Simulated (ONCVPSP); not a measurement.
# platinum (Pt): one change to an ONCV potential, before and after

- Element: Pt
- Generator: ONCVPSP 4.0.1
- Type: optimised norm-conserving Vanderbilt (ONCV)
- Functional: PBE
- Relativity: scalar-relativistic
- Frozen core: [Kr] 4d10 4f14
- Valence charge: 18
- Reference configuration: 5s2 5p6 5d9 6s0.5 6p0.5
- Partial waves: 5s+6s: rc 1.45 bohr, ncon 3, nbas 7, qcut 8.6 1/bohr, 3 projectors, debl 3.6 Ha; 5p+6p: rc 2.15 bohr, ncon 3, nbas 8, qcut 6.9 1/bohr, 2 projectors; 5d: rc 1.35 bohr, ncon 3, nbas 8, qcut 7.8 1/bohr, 2 projectors, debl 3 Ha
- Local potential: polynomial inside 0.85 bohr (lpopt 2, dvloc0 6 Ha)
- Core correction: Teter function, fcfact 5.25, rcfact 1.75

All-electron outer shells of the reference configuration (PBE, scalar-relativistic, ld1.x):

```csv
shell,level (eV),outermost node (bohr),outermost maximum (bohr)
4d,-307.91,0.20,0.42
5s,-102.91,0.49,0.87
4f,-71.15,–,0.38
5p,-57.12,0.53,0.98
5d,-7.20,0.57,1.26
6s,-6.46,1.14,2.35
6p,-1.40,1.36,3.55
```

Change: d: qcut 11.9.

Cutoffs: the cutoffs (Ha) at which the residual kinetic energy of the hardest occupied pseudo-wave falls to 1 and 0.1 mHa per electron; they do not see the model core or the augmentation charge, which bear on the density cutoff. Errors are all-electron minus pseudo energies relative to the spin-unpolarised reference configuration.

Problem. How do hardness, ghosts and transferability respond?

Solution. The potential gets harder (27 Ha and 31 Ha → 30 Ha and 43 Ha); the errors of the 3 common tests hardly move; neither file shows a bound ghost. The waves are optimised to have the least kinetic energy above qcut, so the cutoff follows it (qcut²/2 in Ha).

```csv
quantity,base,changed
"cutoff, loose",27 Ha,30 Ha
"cutoff, tight",31 Ha,43 Ha
loose cutoff by channel,"s 27 Ha, p 15 Ha, d 19 Ha","s 27 Ha, p 15 Ha, d 30 Ha"
bound ghosts,none,none
GHOST(+) flags under 300 eV,none,none
tests with a reliable result,3 of 4,3 of 4
"error for 5s2 5p6 5d9 6s1 6p0, meV [ΔE -2.46 eV]",0.0,0.0
"error for 5s2 5p6 5d9 6s0 6p0, meV [ΔE 6.73 eV]",-5.4,-5.4
"error for 5s2 5p5 5d9 6s1 6p0, meV [ΔE 59.69 eV]",-182,-189
s: phases at 1.48 bohr within 0.05 rad from the reference energy up to (Ha; the scan ends near 5),to the end of the scan,to the end of the scan
p: phases at 2.18 bohr within 0.05 rad from the reference energy up to (Ha; the scan ends near 5),4.9,4.9
d: phases at 1.37 bohr within 0.05 rad from the reference energy up to (Ha; the scan ends near 5),to the end of the scan,to the end of the scan
"rms error of d²Exc/dni dnj with the model core, mHa",3.61,3.61
```
